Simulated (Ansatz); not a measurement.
Reaction (atomization): `C#[C][SnH]([Cl])[Cl]` → 2 C• + 2 Cl• + 2 H• + Sn•

Isolated molecules relaxed with PBE0-D4/def2-TZVP in Ansatz; ΔE leaves out vibrations. CCSD(T)/CBS adds triple-zeta CCSD(T) − MP2 to the extrapolated MP2 energy (def2 sets, frozen cores). This one scheme is used for every species, atoms too. DFT in def2-TZVPP. No spin–orbit coupling; open shells (•) take unrestricted orbitals. Spin–orbit coupling would lower the free atoms: a little for C, Cl; strongly for Sn. def2 core potentials past Kr. Bonds to Sn are less sure, by a few kJ/mol each and by 10 to 20 or more in all where they break to atoms, as the def2 sets lack core-valence functions.

| level | ΔE (kcal/mol) |
| --- | --- |
| BLYP-D4 | 576.8 |
| PBE0-D4 | 584.9 |
| r2SCANh-D4 | 579.4 |
| PBE | 593.1 |
| LC-ωPBE | 576.8 |
| CCSD/def2-TZVPP | 552.9 |
| MP2/def2-QZVPP | 597.8 |
| HF/CBS(def2) | 414.6 |

What does CCSD(T)/CBS give? (Estimate.)

Ansatz gave: +587.9 kcal/mol. The listed levels differ from it by -11.1, -3.0, -8.5, 5.2, -11.1, -35.0, 9.9, -173.3 kcal/mol.

Largest T1 diagnostic among the species: 0.012.

From r2SCAN to r2SCAN0 (25 % exact exchange), in def2-TZVPP and without D4, ΔE moves by −13.3 kcal/mol: exact exchange takes away binding that semilocal exchange gives to molecules. In def2-TZVPP, CCSD(T) changes the Hartree–Fock value by +154.5 kcal/mol (the triples alone add +14.6 kcal/mol) and MP2 by +172.6 kcal/mol; breaking electron pairs costs correlation energy, which Hartree–Fock lacks.

For atomizations the MP2-based limit and the directly extrapolated one differ by several kJ/mol either way, and by 10 to 25 for some Ge, Se and Sn compounds, so smaller differences from it don't rank the levels.
